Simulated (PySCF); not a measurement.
## Worked example: oscillator strength and radiative lifetime

C₂H₄F₂, SMILES FCCF.

Geometry: PBE-D3(BJ)/def2-SVP. Other conformers were not sampled.

PySCF with TDDFT-PBE/def2-SVPD puts the first singlet state with f over 0.02 at 7.97 eV (vertical), with the transition dipole (0.000, 0.000, -0.322) in atomic units.

### Question
Find the oscillator strength, the wavelength and the radiative lifetime that this transition would have in vacuum if emission retraced absorption.

### Answer

|μ|² = 0.1037 au, so |μ| = 0.82 D. ΔE = 7.97/27.211 = 0.2929 hartree. f = (2/3) ΔE |μ|² = 0.020 (the program prints 0.020).
λ = 1239.84/7.97 = 156 nm; ν = 64282 cm⁻¹.
Einstein's coefficient A = 0.6670 ν² f s⁻¹ (ν in cm⁻¹) = 5.6e7 s⁻¹, so τ = 1/A = 18 ns. This state is S1. The figure is the radiative limit of this one transition; relaxation, internal conversion, crossing to triplets and a medium change what is measured.
